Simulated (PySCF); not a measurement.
Correlation energy of Cl (chlorine, neutral)

[Ne] 3s2 3p5, 2P determinant. Computed with PySCF 2.14 in aug-cc-pwCVDZ, with no relativity, point nucleus. Frozen: [Ne]; 7 electrons correlated.

```
  level  correlation energy (mhartree)
   CCSD                        -144.90
    (T)                          -2.76
CCSD(T)                        -147.66
  CCSDT                        -148.08
```

Diagnostics: T1 = 0.0069, D1 = 0.0229, largest double amplitude 0.044.

Cost of the coupled-cluster step: of the order of 0.8 core-seconds, for 7 correlated electrons.
